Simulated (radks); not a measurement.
Charge is removed step by step from the 1s down level of neutral helium, starting from 1s(up 1, down 1). Method: scalar-relativistic Kohn-Sham, PBEsol, spin-polarised, spherical densities, finite nucleus; Gaussian nuclear charge, rms radius 1.6755 fm; computed with a radial shooting solver on a logarithmic mesh with Libxc functionals.

[
 {"removed (e)": "0", "E - E(0) (eV)": "0.000", "eigenvalue (eV)": "-15.499"},
 {"removed (e)": "0.1", "E - E(0) (eV)": "1.639", "eigenvalue (eV)": "-17.285"},
 {"removed (e)": "0.2", "E - E(0) (eV)": "3.458", "eigenvalue (eV)": "-19.100"},
 {"removed (e)": "0.3", "E - E(0) (eV)": "5.459", "eigenvalue (eV)": "-20.932"},
 {"removed (e)": "0.4", "E - E(0) (eV)": "7.644", "eigenvalue (eV)": "-22.765"},
 {"removed (e)": "0.5", "E - E(0) (eV)": "10.012", "eigenvalue (eV)": "-24.579"},
 {"removed (e)": "0.6", "E - E(0) (eV)": "12.559", "eigenvalue (eV)": "-26.344"},
 {"removed (e)": "0.7", "E - E(0) (eV)": "15.277", "eigenvalue (eV)": "-28.013"},
 {"removed (e)": "0.8", "E - E(0) (eV)": "18.155", "eigenvalue (eV)": "-29.497"}
]

The mean slope of the eigenvalue, de/dn, is 17.5 eV per electron.
